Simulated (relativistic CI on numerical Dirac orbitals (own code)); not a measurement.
A reference radial Dirac CI calculation of Mn III gave the lowest total energy -1156.10039 Ha in 36 SCF steps, from this input:

```
atom Mn  Z=25  charge=2  electrons=23
nucleus A=55  rms_radius_fm=3.7057
hamiltonian dirac-coulomb  breit=on  qed=on  c_scale=1
orbitals kli  potential=per-configuration
slater_scale 1
correlation none
mixing on
grid step=0.0125 r_max=49.7
scf mixing=0.4 start=green max_iterations=150 tolerance=2e-08 node_fill=0.05
configurations
  [Ar] 3d5
  [Ar] 3d4 4s
  [Ar] 3d4 4p
end
```

One setting was then changed, and the output read:

```
SCF 1: [Ar] 3d5
 iter      energy (Ha)   residual   last orbital (Ha)
    1     -1147.742888   1.52e+00     -2.62533
    2     -1153.196069   4.92e-01     -1.50809
    3     -1153.701364   7.54e-02     -1.16205
    4     -1153.728153   7.29e-02     -1.25856
    5     -1153.742425   1.64e-02     -1.20899
    6     -1153.742596   1.34e-03     -1.18921
    7     -1153.742633   6.97e-04     -1.18986
    8     -1153.742670   2.54e-05     -1.19065
    9     -1153.742669   1.20e-05     -1.19064
   10     -1153.742669   9.35e-08     -1.19062
   11     -1153.742669   6.50e-09     -1.19062
SCF 2: [Ar] 3d4 4s
 iter      energy (Ha)   residual   last orbital (Ha)
    1     -1148.862376   1.42e+00     -1.26420
    2     -1153.002160   4.97e-01     -1.03145
    3     -1153.495829   7.57e-02     -0.92738
    4     -1153.523287   5.77e-02     -0.92393
    5     -1153.529734   1.81e-02     -0.91236
    6     -1153.529560   5.68e-04     -0.90554
    7     -1153.529609   1.55e-04     -0.90546
    8     -1153.529607   6.77e-05     -0.90547
    9     -1153.529605   5.65e-06     -0.90545
   10     -1153.529605   2.48e-07     -0.90545
   11     -1153.529605   2.66e-08     -0.90545
   12     -1153.529605   2.59e-09     -0.90545
SCF 3: [Ar] 3d4 4p
 iter      energy (Ha)   residual   last orbital (Ha)
    1     -1148.681661   1.42e+00     -0.97573
    2     -1152.796999   4.93e-01     -0.78960
    3     -1153.288497   7.85e-02     -0.71186
    4     -1153.316128   5.22e-02     -0.70653
    5     -1153.321304   1.59e-02     -0.69855
    6     -1153.321100   1.83e-03     -0.69357
    7     -1153.321234   8.13e-04     -0.69390
    8     -1153.321200   6.69e-05     -0.69377
    9     -1153.321197   2.81e-06     -0.69376
   10     -1153.321197   1.37e-07     -0.69376
   11     -1153.321197   5.17e-08     -0.69376
   12     -1153.321197   1.05e-09     -0.69376
orbital energies (Ha): 2s -28.1444  2p1/2 -24.2521  2p3/2 -24.0085  3s -4.0946  3p1/2 -2.9811  3p3/2 -2.9522  3d3/2 -1.1935  3d5/2 -1.1906
configuration averages (Ha): Dirac-Coulomb, Breit, QED
  3d5                          -1153.742669    0.260775    0.257436
  3d4 4s                       -1153.529605    0.261160    0.257693
  3d4 4p                       -1153.321197    0.261134    0.257508
levels: no., configuration, term, J, E (cm-1), weight
   1 3d5                    6S   5/2              0.0  1.00
   2 3d5                    4G   11/2         31447.6  1.00
   3 3d5                    4G   9/2          31462.3  1.00
   4 3d5                    4G   7/2          31470.3  1.00
   5 3d5                    4G   5/2          31474.1  1.00
   6 3d5                    4P   5/2          36299.2  0.99
   7 3d5                    4P   3/2          36313.8  0.99
   8 3d5                    4P   1/2          36327.2  1.00
   9 3d5                    4D   7/2          39203.7  1.00
  10 3d5                    4D   1/2          39226.2  1.00
  11 3d5                    4D   5/2          39233.4  0.99
  12 3d5                    4D   3/2          39234.0  0.99
  13 3d5                    2I   13/2         44790.5  1.00
  14 3d5                    2I   11/2         44804.3  1.00
lowest total energy -1153.467282 Ha
end: converged
```

(1) Which setting was changed?
A. Slater scale
B. end of the grid
C. speed of light
D. SCF tolerance

Answers

(1) C. The speed of light × 1.25.
